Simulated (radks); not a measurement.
Question: Spherical quantum dot in the effective-mass picture: electrons in a hard-walled sphere of radius 11.4, with a point charge +2 (a donor) at the centre, all in effective atomic units (hartree* = m*/eps^2 hartree, bohr* = eps/m* bohr), one dielectric constant everywhere. Method: non-relativistic Kohn-Sham, LDA (Slater exchange, Perdew-Wang correlation), spin-polarised, spherical densities; computed with a radial shooting solver with Libxc functionals. Levels are named by radial order and angular momentum (1s, 1p, 1d, 2s, ...), and open shells are averaged over m. At N = 9 the configuration is 1s2 1p(up 3, down 2) 2s2. Does electron 10 go into 1d up or 1d down or 1p down?

Answer: Into 1p down. The total energies of the other choices lie higher by 0.0284 hartree* (1d up), 0.0335 hartree* (1d down).
